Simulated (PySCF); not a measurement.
Consider `CCOCC(C)=O` (C5H10O2). Atom numbers as in the mapped SMILES `[CH3:1][CH2:2][O:3][CH2:4][C:5]([CH3:6])=[O:7]`.

Level of theory: PBE0-D3(BJ)/ma-def2-SVP single points in PySCF, grid level 2; every species was optimised with PBE0-D3(BJ)/def2-SVP. Zero-point and thermal terms (298.15 K, 1 bar) come from unscaled GFN2-xTB harmonic frequencies, with soft modes damped to free rotors in the entropy. These were taken at the GFN2-xTB minima.

(1) What are the vertical and the adiabatic ionisation energy for forming the radical cation?

(2) Where does the unpaired spin of the relaxed radical cation sit?

(3) What oxidation potential follows in THF (IEF-PCM), given that Fc+/Fc comes at 4.68 V absolute with this functional and basis?

(4) How far is −ε(HOMO) from the vertical value by ΔSCF?

## Answers

(1) 9.46 eV vertical and 8.77 eV adiabatic, the latter with zero-point energy.

(2) O7 (carbonyl oxygen) 0.38, O3 (ether oxygen) 0.32, C4 (carbon α to the carbonyl-type group) 0.12 (intrinsic atomic orbital populations).

(3) In the gas phase ΔG of oxidation is 8.732 eV, and solvation is -23.2 kJ/mol for the parent and -207.8 kJ/mol for the product, so the absolute potential is 6.82 V, or 2.14 V against Fc+/Fc. Fc+/Fc in THF, 4.68 V, is PBE0-D3(BJ)/ma-def2-SVP on PBE0-D3(BJ)/def2-SVP structures with GFN2-xTB thermal terms. Benchmark calculations put it near 5.0 V in acetonitrile and DMSO, so it is about 0.3 V low, and the value against it can read up to that much too high. The solvent is electrostatics only, on gas-phase structures; the absolute scale refers to an electron at rest in vacuum.

(4) −ε(HOMO) = 7.35 eV, which is 2.10 eV below the ΔSCF value.

Known limits: ma-def2-SVP is a small basis, whose errors can reach tens of kJ/mol.

Differences come from unrounded values, so a last digit can differ from that of the printed terms.
